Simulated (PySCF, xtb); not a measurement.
1-bromo-2-chlorocyclobutene (C4H4BrCl), SMILES ClC1=C(Br)CC1.

GFN2-xTB (xtb 6.7.1) at its own geometry gives an orbital gap of 4.04 eV and a dipole moment of 3.61 D.

Coordinates come from a B3LYP-D3(BJ)/def2-SVP optimisation.

What does PySCF with PBE/def2-TZVP give? (An estimate is asked for; the answer gives what the named calculation found.)

gap 4.66 eV (levels -5.81 and -1.15 eV), dipole 2.04 D.
